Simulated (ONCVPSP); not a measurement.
# Transferability test, ONCV potential for Fe

iron, optimised norm-conserving Vanderbilt (ONCV), made with ONCVPSP 4.0.1 (PBE, scalar-relativistic). Core [Ne] 3s2, reference 3p6 3d6 4s1.5 (charge +0.5). Waves: 4s: rc 2.10 bohr, ncon 4, nbas 7, qcut 3 1/bohr, 1 projector; 3p: rc 0.80 bohr, ncon 3, nbas 6, qcut 8.8 1/bohr, 1 projector; 3d: rc 1.30 bohr, ncon 3, nbas 7, qcut 11.4 1/bohr, 2 projectors, debl 2.7 Ha. Local part: polynomial inside 0.50 bohr (lpopt 5, dvloc0 6 Ha). Core correction: none.

Energies are relative to the spin-unpolarised reference configuration 3p6 3d6 4s1.5; without spin polarisation the order of configurations can differ from experiment.

Question: Give the all-electron excitation energy and the error of the potential for: 3p6 3d6 4s2; 3p6 3d6 4s1; 3p6 3d6 4s0; 3p6 3d6 4s1 4p1.

Answer:

| valence configuration | charge | ΔE all-electron (eV) | error AE − PS (meV) |
| --- | --- | --- | --- |
| 3p6 3d6 4s2 | 0 | -3.484 | +0.4 |
| 3p6 3d6 4s1 | +1 | 5.245 | -0.8 |
| 3p6 3d6 4s0 | +2 | 21.448 | -12 |
| 3p6 3d6 4s1 4p1 | 0 | 0.621 | +13 |

Note: ghosts flagged at negative energy: s at -474.9 eV; GHOST(+) flagged for s at 14.2 eV. A true bound ghost makes a file unfit for plane-wave use.
